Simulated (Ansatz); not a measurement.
`[CH3][AlH][CH](F)S`. Charge 0, multiplicity 1.

```xyz
11

C     1.1719   -1.2774   -0.2625
Al   -0.5814   -0.4596   -0.5176
C    -1.1929    0.9250    0.7484
F    -0.8393    1.0486    2.0666
S    -0.2591    2.1049   -0.3268
H     1.7282   -0.8353    0.5685
H     1.0577   -2.3443   -0.0428
H     1.7903   -1.2071   -1.1619
H    -1.6159   -0.8422   -1.6563
H    -2.2268    1.2631    0.6243
H     0.9673    1.6244   -0.0400
```

Q: What are the harmonic wavenumbers in cm⁻¹ at PBE0-D4/def2-TZVP (Ansatz, finite differences of forces, unscaled)? (Estimate.)

A: Computed: 92, 98, 127, 147, 298, 324, 386, 455, 531, 576, 650, 664, 692, 749, 856, 1098, 1131, 1222, 1330, 1443, 1444, 1926, 2672, 3037, 3075, 3113, 3127.

Q: Is this a minimum?

A: Yes, all 27 modes are real.

Q: Give the ideal-gas thermochemistry at 298.15 K and 1 bar (rigid rotor, harmonic oscillator; point group C1, symmetry number 1).

A: Zero-point energy 187.0 kJ/mol; H(298) − E = 210.6 kJ/mol; entropy 366.4 J/(mol·K), of which translation 167.3, rotation 115.1, vibration 84.0; G(298) − E = 101.4 kJ/mol. Modes under 100 cm⁻¹ are hindered rotations or soft bends, so the harmonic entropy is rough.

Q: And at 400, 500, 600, 800 and 1000 K?

A: 
```
T (K)  H − E (kJ/mol)  S (J/mol/K)  G − E (kJ/mol)
  400           224.1        405.3            62.0
  500           239.3        439.0            19.8
  600           255.9        469.2           -25.6
  800           292.3        521.5          -124.9
 1000           332.1        565.8          -233.7
```
